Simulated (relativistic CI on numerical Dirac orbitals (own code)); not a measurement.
Radial Dirac CI calculation of Ge III.

Command:

```sh
python run_levels.py task.json out
```

Input:

```
atom Ge  Z=32  charge=2  electrons=30
nucleus A=74  rms_radius_fm=4.0742
hamiltonian dirac-coulomb  breit=off  qed=on  c_scale=0.8
orbitals kli  potential=per-configuration
slater_scale 1
correlation none
mixing on
grid step=0.0125 r_max=49.7
scf mixing=0.4 start=green max_iterations=30 tolerance=2e-08 node_fill=0.05
configurations
  [Ar] 3d10 4s2
  [Ar] 3d10 4s 4p
  [Ar] 3d10 4p2
  [Ar] 3d10 4s 4d
  [Ar] 3d10 4s 4f
end
```

Output:

```
SCF 1: [Ar] 3d10 4s2
 iter      energy (Ha)   residual   last orbital (Ha)
    1     -2095.194629   2.30e+00     -2.21556
    2     -2108.561565   6.78e-01     -1.53795
    3     -2109.508608   1.29e-01     -1.26271
    4     -2109.594523   1.60e-01     -1.25631
    5     -2109.640695   1.11e-02     -1.20235
    6     -2109.639794   4.47e-03     -1.19985
    7     -2109.640207   6.09e-04     -1.19957
    8     -2109.640261   7.09e-05     -1.19968
    9     -2109.640260   5.19e-05     -1.19967
   10     -2109.640257   4.17e-06     -1.19966
   11     -2109.640257   2.52e-07     -1.19966
   12     -2109.640257   1.31e-09     -1.19966
SCF 2: [Ar] 3d10 4s 4p
 iter      energy (Ha)   residual   last orbital (Ha)
    1     -2094.969250   2.27e+00     -1.63745
    2     -2108.281759   6.54e-01     -1.11449
    3     -2109.226859   1.24e-01     -0.93091
    4     -2109.311709   1.37e-01     -0.92810
    5     -2109.346366   8.27e-03     -0.89574
    6     -2109.345534   4.49e-03     -0.89456
    7     -2109.345932   6.21e-04     -0.89447
    8     -2109.345990   1.01e-04     -0.89454
    9     -2109.345986   4.31e-05     -0.89453
   10     -2109.345983   4.18e-06     -0.89452
   11     -2109.345983   1.63e-07     -0.89453
   12     -2109.345983   1.03e-09     -0.89453
SCF 3: [Ar] 3d10 4p2
 iter      energy (Ha)   residual   last orbital (Ha)
    1     -2094.627575   2.27e+00     -1.63745
    2     -2107.914142   6.42e-01     -1.10849
    3     -2108.856498   1.22e-01     -0.92690
    4     -2108.937120   1.23e-01     -0.92586
    5     -2108.965799   3.63e-03     -0.89533
    6     -2108.965117   5.16e-03     -0.89546
    7     -2108.965578   2.76e-04     -0.89562
    8     -2108.965609   5.17e-05     -0.89564
    9     -2108.965606   2.39e-05     -0.89564
   10     -2108.965604   1.82e-06     -0.89564
   11     -2108.965604   7.89e-08     -0.89564
   12     -2108.965604   8.30e-10     -0.89564
SCF 4: [Ar] 3d10 4s 4d
 iter      energy (Ha)   residual   last orbital (Ha)
    1     -2094.792961   2.26e+00     -0.83427
    2     -2107.903741   6.34e-01     -0.56484
    3     -2108.837504   1.15e-01     -0.49504
    4     -2108.907460   1.18e-01     -0.49456
    5     -2108.933161   4.52e-03     -0.48406
    6     -2108.932660   2.70e-03     -0.48370
    7     -2108.932825   5.50e-04     -0.48364
    8     -2108.932869   6.00e-05     -0.48363
    9     -2108.932866   1.03e-05     -0.48363
   10     -2108.932866   2.88e-06     -0.48363
   11     -2108.932866   1.16e-07     -0.48363
   12     -2108.932866   1.71e-08     -0.48363
SCF 5: [Ar] 3d10 4s 4f
 iter      energy (Ha)   residual   last orbital (Ha)
    1     -2095.219372   2.19e+00     -0.30924
    2     -2107.689385   6.26e-01     -0.29204
    3     -2108.636608   1.10e-01     -0.28570
    4     -2108.702243   1.21e-01     -0.28443
    5     -2108.731134   8.66e-03     -0.28328
    6     -2108.730337   4.42e-03     -0.28323
    7     -2108.730633   1.06e-03     -0.28322
    8     -2108.730714   8.75e-05     -0.28321
    9     -2108.730710   1.74e-05     -0.28321
   10     -2108.730709   2.48e-06     -0.28321
   11     -2108.730709   6.64e-08     -0.28321
   12     -2108.730709   1.74e-08     -0.28321
orbital energies (Ha): 2p1/2 -46.2290  2p3/2 -44.3700  3s -7.2476  3p1/2 -5.3712  3p3/2 -5.1229  3d3/2 -1.9857  3d5/2 -1.9524  4s -1.1997
configuration averages (Ha): Dirac-Coulomb, Breit, QED
  4s2                          -2109.640257    0.000000    0.713818
  4s 4p                        -2109.345983    0.000000    0.713333
  4p2                          -2108.965604    0.000000    0.712808
  4s 4d                        -2108.932866    0.000000    0.713361
  4s 4f                        -2108.730709    0.000000    0.713390
levels: no., configuration, term, J, E (cm-1), weight
   1 4s2                    1S   0                0.0  0.96
   2 4s 4p                  3P*  0            58879.3  1.00
   3 4s 4p                  3P*  1            60093.2  1.00
   4 4s 4p                  3P*  2            62680.2  1.00
   5 4s 4p                  1P*  1           101734.7  1.00
   6 4p2                    1D   2           142332.8  0.57
   7 4p2                    3P   0           146819.0  0.99
   8 4p2                    3P   1           148262.1  1.00
   9 4p2                    3P   2           150840.1  0.98
  10 4s 4d                  3D   1           160239.9  1.00
  11 4s 4d                  3D   2           160348.3  1.00
  12 4s 4d                  3D   3           160509.9  1.00
  13 4p2                    1S   0           183629.9  0.95
  14 4s 4d                  1D   2           185136.2  0.58
lowest total energy -2108.958341 Ha
end: converged
```

Against the reference input this run has: Breit term off, iteration limit 30, speed of light × 0.8. The reference run ends at -2095.091123 Ha with Breit and QED terms. With a changed speed of light or nuclear radius the levels are not those of the real ion, and the QED model is not rescaled.

With so few configurations and no correlation, terms lie too far apart (by 10 to 50 % or more near neutrality), their order can be wrong, and levels of other configurations are missing.
